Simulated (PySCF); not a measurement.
**Calculated NMR parameters of O=C(F)c1ccc2ccccc2c1**

```
Formula                               : C11H7FO
SMILES                                : O=C(F)c1ccc2ccccc2c1
InChI                                 : InChI=1S/C11H7FO/c12-11(13)10-6-5-8-3-1-2-4-9(8)7-10/h1-7H
Point group of the computed structure : Cs
Degrees of unsaturation               : 8
Carbon signals                        : 11
Proton signals                        : 7
```

Atom-mapped SMILES (the numbers label the heavy atoms): `[O:1]=[C:2]([F:3])[c:4]1[cH:5][cH:6][c:7]2[cH:8][cH:9][cH:10][cH:11][c:12]2[cH:13]1`; H(Xn) means a hydrogen on atom n.

Computed data (PySCF 2.14.0 with density-fitted response routines): couplings computed with B3LYP/pcJ-1 (spin–dipole term only in couplings to heteroatoms), GIAO PBE0/pcSseg-1 shieldings, geometry: PBE0-D3(BJ)/def2-SVP. In vacuum, non-relativistic, one conformer.

Referencing at the same level of theory: 1H (σ = 31.27 ppm) and 13C (σ = 184.41 ppm) vs TMS; 19F (σ = 177.25 ppm) against CFCl3; 17O (σ = 334.56 ppm) against H2O.

| carbon | δC, type | δH (multiplicity, J in Hz) | HMBC from (abs. J ≥ 3 Hz) | span of the C tensor (ppm) |
| --- | --- | --- | --- | --- |
| C2 | 163.5, C | – | H(C13), H(C5) | 198 |
| C4 | 126.7, C | – | H(C6) | 191 |
| C5 | 133.7, CH | 8.45 (ddd, 9.7, 1.5, 1.4) | H(C13) | 232 |
| C6 | 134.1, CH | 8.06 (dd, 9.7, 2.5) | H(C8) | 209 |
| C7 | 139.9, C | – | H(C13), H(C5), H(C11), H(C9) | 221 |
| C8 | 133.7, CH | 8.04 (m) | H(C6), H(C10) | 212 |
| C9 | 135.3, CH | 7.86 (m) | H(C11) | 236 |
| C10 | 132.6, CH | 7.79 (m) | H(C8) | 232 |
| C11 | 136.2, CH | 8.14 (m) | H(C13), H(C9) | 216 |
| C12 | 135.5, C | – | H(C6), H(C8), H(C10) | 214 |
| C13 | 139.2, CH | 8.71 (dd, 1.5, 1.2) | H(C5), H(C11) | 211 |

Other nuclei:
| atoms | nucleus | environment | δ (ppm) | σ (ppm) |
| --- | --- | --- | --- | --- |
| F3 | 19F | fluorine bonded to C | 10.0 | 167.2 |
| O1 | 17O | carbonyl oxygen | 428.1 | -93.5 |

Selected couplings (Hz, signed; the shortest-range and largest first, 30 at most; isotopes 13C, 19F, 1H): 1J(C2,F3) -406.2, 1J(C5,H(C5)) 174.6, 1J(C13,H(C13)) 171.0, 1J(C10,H(C10)) 169.1, 1J(C6,H(C6)) 168.8, 1J(C11,H(C11)) 168.2, 1J(C8,H(C8)) 168.2, 1J(C9,H(C9)) 167.9, 2J(F3,C4) 61.4, 3J(H(C5),H(C6)) 9.7, 3J(H(C8),H(C9)) 9.3, 3J(H(C10),H(C11)) 9.2, 3J(H(C9),H(C10)) 7.8, 3J(F3,C5) 7.2, 3J(F3,C13) -1.3, 4J(F3,C6) 3.2, 4J(H(C5),H(C13)) 1.5, 4J(F3,H(C5)) -1.4, 4J(F3,H(C13)) 1.2.

Carbon types of the structure: 4 × C, 7 × CH, which accounts for all hydrogens. δC 163.5: carbonyl carbon. δC 139.9, 135.5: ring-fusion aromatic carbon. δC 139.2, 136.2, 135.3, 134.1, 133.7, 133.7, 132.6: aromatic CH; the aromatic region. δC 126.7: substituted aromatic carbon. δH 8.71, 8.45, 8.14, 8.06, 8.04, 7.86, 7.79: hydrogen on an aromatic CH. The protons at 8.45 and 8.06 share a coupling of 9.7 Hz (vicinal, an ortho-type coupling).

C–F couplings over four or more bonds (about 3 Hz to the para carbon of a fluoroarene) are left out. Common functionals overestimate the size of one-bond C–F couplings by tens of Hz; these are unscaled. Multiplet labels drop couplings under 1 Hz and merge nearly equal ones. Unscaled 3J(H,H) at this level run about 10 % above measured values. Shifts are as computed. Against solution values, carbons near 30 ppm lie about +2 ppm off and those near 130 ppm about +5 ppm. Of 1211 compounds with measured shifts, 218 miss one by over three times the rms of a fit or turn the order of signals round; such compounds aren't used in these exercises. Unscaled 19F shifts against computed CFCl3 carry errors that often reach 10 to 50 ppm. Unscaled 17O shifts of doubly bonded oxygen tend to come out too high, by tens of ppm or more. Experimental scales use liquid or dissolved standards, which lie at an offset from isolated H2O (liquid H2O: subtract about 36 ppm).
